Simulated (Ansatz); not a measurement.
Reaction (substitution at a C–Ge bond): `[CH3][GeH2][CH2][AlH2]` + H–F → `F[CH2][AlH2]` + `[CH3][GeH3]`

Calculated with Ansatz (gas phase, PBE0-D4/def2-TZVP geometries, no zero-point term in ΔE). CBS: MP2 limit from def2 TZ/QZ plus the TZ coupled-cluster correction, frozen cores. This one scheme is used for every species. Functionals use def2-TZVPP. B3LYP here is the variant with VWN-RPA as its local correlation; programs differ in this. For Ge outer-core shells are correlated without core-valence functions, which leaves a few kJ/mol of doubt a bond. Scalar relativity is left out up to krypton. Each species was taken in one conformer, which may not be the lowest.

`[CH3][GeH2][CH2][AlH2]`:

Z-matrix (Å, degrees):
```
Ge
C 1 1.952
Al 1 2.760 2 45.3
C 1 1.946 2 115.6 3 -112.0
H 1 1.602 2 99.7 3 1.6
H 1 1.537 2 115.1 3 112.4
H 2 1.090 1 110.6 3 118.4
H 2 1.089 1 111.3 3 -118.7
H 3 1.587 1 112.0 2 110.3
H 3 1.589 1 109.0 2 -111.5
H 4 1.090 1 110.9 2 169.3
H 4 1.091 1 109.6 2 -70.4
H 4 1.091 1 109.6 2 48.9
```

H–F:

```xyz
2

F    -0.422   -0.076   -0.168
H     0.422    0.076    0.168
```

`F[CH2][AlH2]`:

```xyz
7

F     0.410    1.495   -1.091
C    -0.213    0.276   -0.805
Al    0.235   -0.394    1.004
H     0.078   -0.440   -1.586
H    -1.296    0.418   -0.927
H     1.198    0.421    1.960
H    -0.412   -1.776    1.444
```

`[CH3][GeH3]`:

```xyz
8

C    -0.980   -0.331   -0.059
Ge    0.867    0.293    0.052
H    -1.526    0.235   -0.814
H    -1.007   -1.387   -0.328
H    -1.481   -0.203    0.901
H     1.575    0.118   -1.304
H     1.641   -0.508    1.115
H     0.909    1.783    0.436
```

| level | ΔE (kcal/mol) | difference from CCSD(T)/CBS |
| --- | --- | --- |
| PBE-D4 | 26.7 | -3.1 |
| r2SCAN-D4 | 27.0 | -2.8 |
| B3LYP-D4 | 23.5 | -6.3 |
| B2PLYP | 24.5 | -5.3 |
| PBE | 24.7 | -5.1 |
| PBE0 | 26.2 | -3.6 |
| HF/def2-TZVPP | 18.2 | -11.6 |
| MP2/def2-TZVPP | 32.7 | 2.9 |
| SCS-MP2/def2-TZVPP | 28.5 | -1.3 |
| CCSD/def2-TZVPP | 27.7 | -2.1 |
| CCSD(T)/def2-TZVPP | 29.1 | -0.7 |
| HF/def2-QZVPP | 17.9 | -11.9 |
| MP2/def2-QZVPP | 33.0 | 3.2 |
| SCS-MP2/def2-QZVPP | 28.8 | -1.0 |
| HF/CBS(def2) | 17.9 | -11.9 |
| MP2/CBS(def2) | 33.4 | 3.6 |
| CCSD(T)/CBS | 29.8 | 0 |

Largest T1 diagnostic among the species: 0.011.

From PBE to PBE0 (25 % exact exchange), in def2-TZVPP and without D4, ΔE moves by +1.5 kcal/mol. The D4 term adds +3.1 kcal/mol with B3LYP and +1.7 kcal/mol with PBE0; it sums over pairs of atoms, weighted by their polarisabilities, and B3LYP, whose exchange is more repulsive, gets the larger term.
